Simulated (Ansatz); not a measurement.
Worked example: C2H4Cl2Si + C2H5Ge → C2H4ClSi + C2H5ClGe

Gas-phase species: C2H4Cl2Si `C=C[SiH](Cl)Cl`, singlet; C2H5Ge `C=[CH][GeH2]`, doublet; C2H4ClSi `C=C[SiH]Cl`, doublet; C2H5ClGe `C=[CH][GeH2][Cl]`, singlet. A radical takes Cl: the energy is the difference in strength between the Si–Cl bond broken and the Ge–Cl bond made.

Shapes, held fixed at every level: PBE0-D4/def2-TZVP. Flexible molecules stand in one conformer, not always the lowest. Programs: Ansatz 0.2.0. The zero-point and thermal change to 298 K, harmonic and unscaled (PBE0-D4/def2-TZVP), is +0.6 kJ/mol.

At B2PLYP/def2-TZVPP; 1 Eh = 2625.50 kJ/mol:

```
  species   energy (Eh)
C2H4Cl2Si  -1288.215236
   C2H5Ge  -2155.730965
 C2H4ClSi   -828.019047
 C2H5ClGe  -2615.907485
```

Task: Work out ΔH(298 K) of the reaction at this level.

Result: 
1. Products less reactants: (-828.019047) + (-2615.907485) − [(-1288.215236) + (-2155.730965)] = 0.019669 Eh = +51.6 kJ/mol.
2. With the thermal change: +51.6 + (+0.6) = +52.2 kJ/mol.

Other levels give +48.0 (PBE-D4/def2-TZVPP) to +62.3 kJ/mol (wB97M-V/def2-TZVPP). No measured value is set beside it here. Spin contamination: C2H5Ge (⟨S²⟩ up to 0.88), C2H4ClSi (⟨S²⟩ up to 0.87). Open shells run unrestricted. Relativity is left out for Ge. Outer-core shells of Ge are correlated, in sets that cover them unevenly.
